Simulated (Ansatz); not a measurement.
germanium monoxide (GeO), singlet, geometry from GFN2-xTB; BLYP/def2-SV(P) in Ansatz (a first-principles code).

Ansatz was given this input:
Ansatz 0.2 input:
```yaml
crystal:
  periodic: [false, false, false]
  atoms:
    - {symbol: Ge, position_ang: [-0.00000000, -0.00000000, -0.31515709]}
    - {symbol: O, position_ang: [0.00000000, 0.00000000, 1.26062837]}
basis:
  gaussian:
    orbitals: def2-SV_P_.json
hamiltonian:
  xc: blyp
accuracy: high
```
The basis file holds def2-SV(P) in the JSON format of the Basis Set Exchange.

Output, abridged:

```
Functional definition: BLYP
777 factors; integrals over basis functions are off by at most 4.4e-9 eV
mean field evaluation 1: about -58546.4173 eV, gradient 7.6e1 eV
mean field evaluation 2: about -58380.8979 eV, gradient 2.0e2 eV
mean field evaluation 4: about -58556.2718 eV, gradient 2.7e1 eV
mean field evaluation 8: about -58558.0185 eV, gradient 1.2e-1 eV
mean field evaluation 16: about -58558.0194 eV, gradient 4.4e-6 eV
mean field -58558.01941373 eV, -2151.9675214036 hartree, gradient 2.2e-8 eV, S^2 0.000000; 0 other end points of the search recorded, 0 dependent functions left out
reference -58558.01944732 eV, -2151.9675226376 hartree; 20, 20 occupied and 26, 26 virtual orbitals, 777 factors
Total energy: -58558.01944732 eV, -2151.9675226376 hartree
```
